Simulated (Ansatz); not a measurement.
Reaction (redistribution): `O=C=NB(F)F` + `C#[C][SnH2][F]` → `C#CB(F)F` + `O=C=[N][SnH2][F]`

Gas-phase electronic energies from Ansatz, PBE0-D4/def2-TZVP geometries. CCSD(T)/CBS adds triple-zeta CCSD(T) − MP2 to the extrapolated MP2 energy (def2 sets, frozen cores). DFT in def2-TZVPP. HSE06 is defined as in plane-wave codes. def2 core potentials past Kr. For Sn outer-core shells are correlated without core-valence functions, which leaves a few kJ/mol of doubt a bond. One conformer a species, not always the lowest.

```csv
level,ΔE (kJ/mol)
LDA (SPW92),26.6
r2SCAN-D4,21.1
HSE06-D4,22.9
BHLYP-D4,22.2
CAM-B3LYP-D4,21.7
ωB97X-V,20.8
B2PLYP,20.8
HF/CBS(def2),21.2
```

What does CCSD(T)/CBS give? (Estimate.)

The calculation gave: +19.4 kJ/mol. The listed levels differ from it by 7.2, 1.7, 3.5, 2.8, 2.3, 1.4, 1.4, 1.8 kJ/mol.

Largest T1 diagnostic among the species: 0.016.

At CCSD(T), def2-SVP lies +8.5 kJ/mol from the extrapolated value and def2-TZVPP +4.6 kJ/mol. From BLYP to BHLYP (50 % exact exchange), in def2-TZVPP and without D4, ΔE moves by +4.5 kJ/mol. Leaving LDA and LC-ωPBE aside and taking each functional with its dispersion term where it has one, the values, not all of them listed here, spread over 6.6 kJ/mol, from BLYP-D4 to PBE-QIDH. LDA lies +6.3 kJ/mol from PBE without D4.
